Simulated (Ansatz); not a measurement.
(GeF2)n off (charge -1): r2SCAN-D4/def2-TZVPD single points in Ansatz on relaxed structures, gas phase. Each cluster is the lowest isomer that a short search found in that spin, judged at the geometry's level, and lower ones may exist. HOMO and LUMO are taken over both spins. Singlets are spin-restricted. The spins of the ions were chosen, not always searched. A dash marks a value that wasn't run or was left out as unsound. The structures are stationary points that may keep the symmetry of their start. Remarks come from the PBE and PBE0 runs and from stability tests at other levels; not every state was tested. A HOMO above zero means that the electron is unbound at that level and held by the basis, or that self-interaction error raises the level; the energy of removing that electron tells which.

```json
{"species": "GeF2⁻", "atoms": "3", "state": "doublet; oxidised ion singlet", "geometry": "PBE-D4/def2-TZVPD", "HOMO (eV)": "1.85", "vertical IE (eV)": "1.08", "lowest of the spins relaxed": "doublet, of doublet/quartet", "point group (within 0.1 Å)": "C2v", "remarks": "HOMO above zero at PBE or PBE0, HOMO above zero (quartet)"}
{"species": "GeF3⁻", "atoms": "4", "state": "singlet", "geometry": "r2SCAN-D4/def2-TZVPD", "HOMO (eV)": "-0.98", "vertical IE (eV)": "4.08", "lowest of the spins relaxed": "singlet, of singlet/triplet", "point group (within 0.1 Å)": "C3v", "remarks": "HOMO above zero (triplet), HOMO above zero (quintet)"}
{"species": "Ge2F5⁻", "atoms": "7", "state": "singlet", "geometry": "PBE0-D4/def2-SVPD", "HOMO (eV)": "-2.48", "vertical IE (eV)": "–", "lowest of the spins relaxed": "–", "point group (within 0.1 Å)": "–", "remarks": "–"}
```
